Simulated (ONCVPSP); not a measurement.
Building the ONCV potential for silicon (PBE, non-relativistic).

- Element: Si (Z = 14)
- Generator: ONCVPSP 4.0.1
- Type: optimised norm-conserving Vanderbilt (ONCV)
- Functional: PBE
- Relativity: non-relativistic
- Frozen core: [He]
- Valence charge: 12
- Reference configuration: 2s2 2p6 3s2 3p2
- Partial waves: 2s+3s: rc 1.10 bohr, ncon 5, nbas 9, qcut 8.3 1/bohr, 2 projectors; 2p+3p: rc 0.90 bohr, ncon 4, nbas 7, qcut 16.4 1/bohr, 2 projectors
- Local potential: polynomial inside 0.80 bohr (lpopt 4, dvloc0 4 Ha)
- Core correction: Teter function fitted to the true core (icmod 2), fcfact 0.45

What the tests gave:

- Cutoffs needed: 102 Ha and 115 Ha (the cutoffs (Ha) at which the residual kinetic energy of the hardest occupied pseudo-wave falls to 1 and 0.1 mHa per electron)
- Ghost test: no bound ghost flagged; no localised positive-energy state flagged
- Largest excitation error: +2.3 meV (all-electron minus pseudo) for 2s2 2p6 3s2 3p0, out of 4 test configurations
- rms error of d²Exc/dni dnj: 1.35 mHa without and 1.97 mHa with the model core

Generation and tests took about 2.6 s on one core of a shared server CPU.
